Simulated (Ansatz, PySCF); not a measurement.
Spin states of Br2OW (SMILES [O]=[W]([Br])[Br]), each relaxed with B3LYP-D3(BJ)/def2-TZVP.
State 1 (charge 0, multiplicity 3):
```xyz
4

W     -0.133    -0.098    -0.036
O     -1.338    -1.256    -0.261
Br    -0.386     2.083    -1.098
Br     1.800    -0.663     1.339
```
State 2 (charge 0, multiplicity 1):
```xyz
4

W     -0.06078    -0.02779    -0.02263
O     -1.25941    -1.18136    -0.24583
Br    -0.48831     2.04253    -1.14094
Br     1.75052    -0.76651     1.35325
```

Singlets are restricted, other states unrestricted; no spin–orbit coupling, no relativity up to Kr; see below for the cores. The largest T1 diagnostic is 0.023.

Correlated levels freeze the inner cores; with def2 sets outer-core shells near the valence are correlated too. CBS: X⁻³ extrapolation of the correlation energy, Hartree–Fock from the larger set.

The values were computed with Ansatz (a program for electronic structure); PySCF for the dispersion terms. Values without a source in brackets are computed. In def2 rows elements past Kr take small-core potentials, without spin–orbit coupling.

```tsv
level	energy of the multiplicity-1 state less that of the multiplicity-3 state (eV)
PBE-D4/def2-TZVPP	0.232
r2SCAN-D3(BJ)/def2-TZVPP	0.411
r2SCANh/def2-TZVPP	0.460
BHLYP/def2-TZVPP	0.362
BHLYP-D4/def2-TZVPP	0.361
CAM-B3LYP-D3(BJ)/def2-TZVPP	0.252
wB97X-V/def2-TZVPP	0.172
CCSD/def2-TZVPP	0.281
CCSD(T)/CBS(def2-SVP, def2-TZVPP)	?
```

**Question.** Fill in the missing entries.

**Answer.** 
- CCSD(T)/CBS(def2-SVP, def2-TZVPP), energy of the multiplicity-1 state less that of the multiplicity-3 state (eV): 0.130

Doubts at one or more of the structures used: a restricted determinant that unrestricted orbitals would lower (CCSD/def2-TZVPP, CCSD(T)/CBS(def2-SVP, def2-TZVPP)); a spin-contaminated determinant (CCSD(T)/CBS(def2-SVP, def2-TZVPP)).
